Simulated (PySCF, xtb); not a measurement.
BrF2GeHO, SMILES [OH][Ge]([F])([F])[Br].

xtb with GFN2-xTB at its own geometry gives an orbital gap of 5.64 eV and a dipole moment of 3.75 D.

Geometry: PBE0-D3(BJ)/def2-SVP. The structure was generated by enumeration, and PubChem lists no compound with its InChIKey, so it may never have been made. Other conformers were not sampled.

Question: What does r2SCAN/def2-TZVP in PySCF give? (The exact figures need the calculation; the answer reports its results.)

Answer: gap 6.16 eV (levels -8.47 and -2.31 eV), dipole 1.17 D.
